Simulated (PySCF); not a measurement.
PySCF job for C2H7NSi2, SMILES C([SiH3])#C[SiH2]N, SMD-PBE0/6-31G*. Geometry: ωB97X-D3(BJ)/def2-SVP. The values are those of a single conformer.

```python
import numpy as np
from pyscf import gto, scf, dft
from pyscf.solvent import smd

mol = gto.M(
    atom='''
    Si    2.90007186    0.47735336    0.01897704
    C     1.10370194    0.09308032    0.14798214
    C    -0.08720543   -0.16408577    0.23853128
    Si   -1.90385750   -0.54057649    0.35106890
    N    -2.85563658    0.10470501   -0.93758898
    H     3.09195815    1.65397903   -0.87368215
    H     3.44074068    0.78768598    1.37110751
    H     3.62145521   -0.69577534   -0.54730211
    H    -2.03885672   -2.02170478    0.34043391
    H    -2.38669755    0.04259170    1.63124434
    H    -2.77472188   -0.29487329   -1.86702870
    H    -3.01040203    1.10631797   -0.99137351
    ''',
    basis='6-31G*',
    charge=0,
    spin=0,
    max_memory=1600,
    verbose=3,
)
mf = dft.RKS(mol, xc='pbe0').density_fit(auxbasis='def2-universal-jkfit')
mf.grids.level = 3
mf.conv_tol = 1e-9
mf.max_cycle = 100
mf.kernel()
res = {}
for name in ['water', 'dimethylsulfoxide', 'cyclohexanone']:
    s = mf.SMD()
    s.with_solvent.solvent, s.with_solvent.sasa_ng = name, 194
    s.kernel(mf.make_rdm1())
    res[name] = (s.e_tot, s.with_solvent.get_cds(), s.dip_moment(), s.mo_energy, s.converged)
    print(f'SMD {name}: dG(solv) = {(s.e_tot - mf.e_tot) * 627.509474:.3f} kcal/mol, of which CDS {res[name][1] * 627.509474:.3f}')
```

Program output:

```
converged SCF energy = -713.672923201359
converged SCF energy = -713.671779223238
Dipole moment(X, Y, Z, Debye): -0.16670,  0.94212, -1.55078
SMD water: dG(solv) = 0.718 kcal/mol, of which CDS 6.165
converged SCF energy = -713.675141093834
Dipole moment(X, Y, Z, Debye): -0.16806,  0.93879, -1.54582
SMD dimethylsulfoxide: dG(solv) = -1.392 kcal/mol, of which CDS 3.975
converged SCF energy = -713.676204409489
Dipole moment(X, Y, Z, Debye): -0.17419,  0.92295, -1.52219
SMD cyclohexanone: dG(solv) = -2.059 kcal/mol, of which CDS 2.921
```

Self-consistency was reached.
